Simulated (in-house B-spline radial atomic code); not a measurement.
Ge²⁹⁺. Computed with a B-spline radial atomic code. Model: all-electron spherical atom, spin shells full or empty, radial basis limit, no spin-orbit coupling: exact exchange with a local potential (Slater, KLI or optimised effective potential, whose far tail is KLI's), no correlation.

Empty minority-spin level lies below the highest occupied level: each spin potential is zero at infinity, spin occupations fixed.

The run also made RPA and GW results, which its time includes.

The Slater potential averages the orbital exchange potentials with the orbital densities as weights, KLI adds orbital constants, and the optimised effective potential minimises the exact-exchange energy among local potentials. So their energies lie above Hartree-Fock in the order OEP, KLI, Slater. All fall off as −1/r, unlike LDA and GGA exchange.

Command:
```bash
python run_gw.py task.json out
```
Settings (lengths in bohr, energies in hartree):
```
Z                      32
electrons              3
configuration          [He] 2s1
hamiltonian            nr
method                 slater
lmax                   9
spin_polarised         True
box_radius             3.12
intervals              62
ion_configuration      1s2
```

Cost of the run: 1 s on 1 thread of Intel(R) Xeon(R) Platinum 8488C (Sapphire Rapids), on a shared host.

Given: hamiltonian non-relativistic; mean-field start Slater potential.

Computed: energy above Hartree-Fock 5.9088 millihartree; virial ratio -E/T less 1 -0.002076.

| radius (bohr) | r times exchange potential up (hartree bohr) | r times exchange potential down (hartree bohr) |
| --- | --- | --- |
| 0.00156 | -0.051631 | -0.049314 |
| 0.00184 | -0.060859 | -0.05813 |
| 0.00216 | -0.071385 | -0.068187 |
| 0.00253 | -0.083519 | -0.079783 |
| 0.00297 | -0.097894 | -0.093523 |
| 0.00349 | -0.11479 | -0.10968 |
| 0.0041 | ? | ? |
| 0.00482 | -0.1575 | -0.15055 |
| 0.00566 | -0.18403 | -0.17595 |
| 0.00664 | -0.21449 | -0.20515 |
| 0.0078 | -0.24977 | -0.23901 |
| 0.00916 | -0.28998 | -0.27766 |
| 0.0108 | -0.3367 | -0.32267 |
| 0.0126 | -0.38561 | -0.3699 |
| 0.0148 | -0.44191 | -0.42447 |
| 0.0174 | -0.50345 | -0.48436 |
| 0.0205 | -0.56983 | -0.54931 |
| 0.024 | -0.63602 | -0.61446 |
| 0.0282 | -0.70409 | -0.68196 |
| 0.0332 | -0.77079 | -0.74867 |
| 0.039 | -0.8316 | -0.8101 |
| 0.0458 | -0.88426 | -0.86442 |
| 0.0537 | -0.92454 | -0.90918 |
| 0.0631 | -0.94536 | -0.94422 |
| 0.0741 | -0.92789 | -0.96884 |
| 0.0871 | -0.84895 | -0.98456 |
| 0.102 | -0.74754 | -0.99318 |
| 0.12 | -0.71676 | -0.9975 |
| 0.141 | -0.7632 | -0.99924 |
| 0.166 | -0.83441 | -0.99982 |
| 0.195 | -0.89866 | -0.99997 |
| 0.228 | -0.94525 | -1 |
| 0.268 | -0.9755 | -1 |
| 0.315 | -0.99105 | -1 |
| 0.37 | ? | ? |
| 0.435 | -0.99945 | -1 |
| 0.511 | -0.99991 | -1 |

What belongs in the row 0.0041?

r times exchange potential up (hartree bohr): -0.13448; r times exchange potential down (hartree bohr): -0.12851.

What belongs in the row 0.37?

r times exchange potential up (hartree bohr): -0.99742; r times exchange potential down (hartree bohr): -1.

```tsv
occupied	level (hartree)	Hartree-Fock level (hartree)
1s up	-485.91	-486.38
1s down	-485.67	-485.72
2s up	-115.95	-115.52
```

```
  empty  level (hartree)
2s down          -116.69
2p down          -115.33
  2p up          -114.28
3s down          -51.145
  3s up                ?
3p down          -50.688
  3p up          -50.524
3d down          -50.215
  3d up          -50.035
4s down          -28.598
  4s up                ?
4p down          -28.403
  4p up          -28.345
4d down          -28.224
```

What belongs in the row 3s up?

level (hartree): -50.992.

What belongs in the row 4s up?

level (hartree): -28.539.

The highest level, 2s up, differs from Hartree-Fock by -12 eV and the deepest, 1s up, by +12.6 eV: the Slater potential lacks the response part and is deeper than the optimised one throughout, so the top level comes too deep.
